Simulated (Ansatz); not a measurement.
CH₃AlF₂Si at its PBE0-D4/def2-TZVP geometry, where that method's forces vanish. Charge 0, multiplicity 1. The bonds changed during the relaxation, so this is another structure than the one it started from.

```csv
atom,x (Å),y (Å),z (Å)
F1,-0.2263,2.1034,0.2135
C2,-0.0288,0.7660,0.1081
F3,-2.6650,0.2848,-1.4647
Al4,-1.3037,-0.3653,-0.7990
Si5,1.3671,-0.0174,0.7728
H6,-1.0610,-1.9167,-0.9146
H7,1.4373,-1.4770,0.5756
H8,2.4805,0.6223,1.5084
```

(1) For each bond, give half the difference of the two atoms' forces along it (eV/Å; positive pushes the atoms apart) under PBE-D4, r2SCAN-D4, B3LYP-D4, ωB97M-V in def2-TZVPP. (Estimate.)

## Answers

(1) Computed: 
```tsv
bond	length (Å)	PBE-D4	r2SCAN-D4	B3LYP-D4	ωB97M-V
F1–C2	1.356	0.37	0.28	0.43	0.49
C2–Al4	1.931	-0.19	-0.09	-0.12	-0.09
C2–Si5	1.733	0.24	0.12	0.00	-0.28
F3–Al4	1.649	0.44	0.03	0.13	0.16
Al4–H6	1.575	-0.07	-0.06	-0.14	-0.18
Si5–H7	1.475	0.00	-0.06	-0.09	-0.07
Si5–H8	1.480	-0.02	-0.07	-0.12	-0.06
```

B3LYP here is the variant with VWN-RPA as its local correlation; programs differ in this.
